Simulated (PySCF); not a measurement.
## Cr⁻ (chromium, charge -1): revPBE calculation

Configuration: [Ar] 3d5 4s2, high-spin 6S determinant. Computed with PySCF 2.14 in aug-cc-pwCVTZ (10s9p7d4f3g, 127 functions), with the non-relativistic Hamiltonian (point nucleus).

```json
{"Total energy": "-1044.377 hartree", "One-electron energy": "-1443.008 hartree", "Hartree (Coulomb) energy": "447.358 hartree", "Exchange-correlation energy": "-48.727 hartree", "Kinetic energy": "1043.35265 hartree", "⟨S²⟩": "8.8505", "⟨L²⟩": "0.000", "Sum of ⟨r⟩": "26.78 bohr", "Sum of ⟨r²⟩": "81.50 bohr²", "Density at the nucleus (Gaussians lack the cusp)": "9270 bohr⁻³", "Spin density at the nucleus": "0.487 bohr⁻³", "Langevin diamagnetic susceptibility": "-64.6 ×10⁻⁶ cm³/mol", "Time after the integrals": "about 7 core-seconds"}
```

```json
{"shell": "1s β", "electrons": "1", "mean orbital energy (eV)": "-5828.7", "rms radius, mean of both spins (bohr)": "0.0743"}
{"shell": "1s α", "electrons": "1", "mean orbital energy (eV)": "-5828.6", "rms radius, mean of both spins (bohr)": "0.0743"}
{"shell": "2s α", "electrons": "1", "mean orbital energy (eV)": "-652.49", "rms radius, mean of both spins (bohr)": "0.321"}
{"shell": "2s β", "electrons": "1", "mean orbital energy (eV)": "-650.88", "rms radius, mean of both spins (bohr)": "0.321"}
{"shell": "2p α", "electrons": "3", "mean orbital energy (eV)": "-553.30", "rms radius, mean of both spins (bohr)": "0.289"}
{"shell": "2p β", "electrons": "3", "mean orbital energy (eV)": "-552.11", "rms radius, mean of both spins (bohr)": "0.289"}
{"shell": "3s α", "electrons": "1", "mean orbital energy (eV)": "-68.491", "rms radius, mean of both spins (bohr)": "0.979"}
{"shell": "3s β", "electrons": "1", "mean orbital energy (eV)": "-64.176", "rms radius, mean of both spins (bohr)": "0.979"}
{"shell": "3p α", "electrons": "3", "mean orbital energy (eV)": "-41.034", "rms radius, mean of both spins (bohr)": "1.06"}
{"shell": "3p β", "electrons": "3", "mean orbital energy (eV)": "-36.746", "rms radius, mean of both spins (bohr)": "1.06"}
{"shell": "4s α", "electrons": "1", "mean orbital energy (eV)": "0.321", "rms radius, mean of both spins (bohr)": "5.24"}
{"shell": "3d α", "electrons": "5", "mean orbital energy (eV)": "1.171", "rms radius, mean of both spins (bohr)": "1.86"}
{"shell": "4s β", "electrons": "1", "mean orbital energy (eV)": "1.217", "rms radius, mean of both spins (bohr)": "5.24"}
```

⟨S²⟩ = 8.85 against 8.75 shows spin contamination. At revPBE the highest occupied level has a positive energy, so only the finite basis holds that electron; in a semilocal or global hybrid functional this comes from self-interaction and does not mean that the real anion is unbound.
